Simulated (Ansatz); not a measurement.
Abridged output of a molecular run in Ansatz:

```
Functional definition: HF
1500 factors; integrals over basis functions are off by at most 1.4e-3 eV
mean field evaluation 1: about -12445.3446 eV, gradient 4.8e1 eV
mean field evaluation 2: about -12445.5239 eV, gradient 4.8e1 eV
mean field evaluation 4: about -12450.6412 eV, gradient 4.4e0 eV
mean field evaluation 8: about -12450.7140 eV, gradient 6.7e-2 eV
mean field -12450.71403250 eV, -457.5553012972 hartree, gradient 1.3e-6 eV, S^2 0.000000; 0 other end points of the search recorded, 0 dependent functions left out
9 core orbitals not correlated: weight in the atoms' cores, before any rotation towards them, 1.000 or more for the frozen orbitals, at most 0.000 for the correlated occupied ones
reference -12450.71403250 eV, -457.5553012972 hartree; 23, 23 occupied and 109, 109 virtual orbitals, 1500 factors
second order -24.33255574 eV of doubles, -0.00000000 eV of singles
cycle   1  -25.04193075 eV  change   -7.1e-1 eV  update   1.3e-1
cycle   2  -25.70491701 eV  change   -6.6e-1 eV  update   4.1e-2
cycle   3  -25.91709037 eV  change   -2.1e-1 eV  update   2.6e-2
cycle   4  -25.92040525 eV  change   -3.3e-3 eV  update   8.1e-3
cycle   5  -25.91555433 eV  change    4.9e-3 eV  update   4.1e-3
cycle   6  -25.91607412 eV  change   -5.2e-4 eV  update   1.5e-3
cycle   7  -25.91554378 eV  change    5.3e-4 eV  update   4.7e-4
cycle   8  -25.91540371 eV  change    1.4e-4 eV  update   1.4e-4
cycle   9  -25.91543947 eV  change   -3.6e-5 eV  update   4.5e-5
perturbative correction -0.71779631 eV, -0.0263785279 hartree
Total energy: -12477.34726828 eV, -458.5340546594 hartree
```

Its atoms:

```xyz
15

C    -2.1093   -0.9411    0.2244
O    -1.3492   -0.0572    0.9988
In    0.4788    0.6083    0.5923
C     1.5146    1.9291    1.8898
O     1.2633   -0.0509   -1.1101
C     0.6542   -0.9076   -2.0342
H    -3.1168   -1.0062    0.6519
H    -1.6929   -1.9577    0.2130
H    -2.2176   -0.6176   -0.8195
H     1.8362    2.8072    1.3307
H     0.8587    2.2279    2.7056
H     2.3935    1.4245    2.2906
H     0.2808   -1.8363   -1.5824
H    -0.1879   -0.4337   -2.5572
H     1.3935   -1.1885   -2.7937
```

**Question.** Which basis set was used?
A. def2-SVP
B. cc-pV(Q+d)Z
C. def2-TZVPP
D. cc-pV(T+d)Z

**Answer.** A. It gives 141 functions.

**Question.** Write the keys of the input that set method, charge and spin (a neutral closed shell needs none for the last two).

**Answer.** 
```yaml
correlation: {method: ccsd_t}
```
